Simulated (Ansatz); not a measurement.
Al₄P₄. Charge 0, multiplicity 3. Geometry PBE-D4/def2-SVP; atoms count from 1.

Cartesian coordinates in Å:
```
Al 1.759 1.002 0.937
Al -0.265 -0.823 1.378
Al 0.266 0.822 -1.379
Al -1.760 -1.001 -0.936
P 1.358 -0.147 2.807
P -2.086 -2.107 0.974
P -1.358 0.147 -2.807
P 2.086 2.108 -0.974
```

At PBE0-D4/def2-TZVP a singlet of charge 0 lies 0.87 eV below the triplet, each at its own geometry. The structure comes from a short search, and lower isomers may exist.

Question: Estimate the Mulliken populations from the PBE0/def2-TZVP orbitals of Ansatz.

Answer: 
```csv
atom,charge (e),spin (α − β)
Al1,0.20,-0.05
Al2,0.12,0.12
Al3,0.12,0.12
Al4,0.20,-0.05
P5,-0.16,0.46
P6,-0.16,0.46
P7,-0.16,0.46
P8,-0.16,0.46
```
Mulliken values and Mayer orders depend strongly on the basis.

Question: Where does the spin sit?

Answer: Summed by element: Al 0.15, P 1.85, of 2 unpaired in all. Largest on single atoms: P7 0.46, P5 0.46, P6 0.46.

Question: And the Mayer bond orders between bonded heavy atoms (over 0.3)?

Answer: Al1–Al2 0.36 (2.76 Å); Al1–Al3 0.36 (2.76 Å); Al1–P5 1.38 (2.23 Å); Al1–P8 1.38 (2.23 Å); Al2–Al4 0.36 (2.76 Å); Al2–P5 1.30 (2.26 Å); Al2–P6 1.30 (2.26 Å); Al3–Al4 0.36 (2.76 Å); Al3–P7 1.30 (2.26 Å); Al3–P8 1.30 (2.26 Å); Al4–P6 1.38 (2.23 Å); Al4–P7 1.38 (2.23 Å).
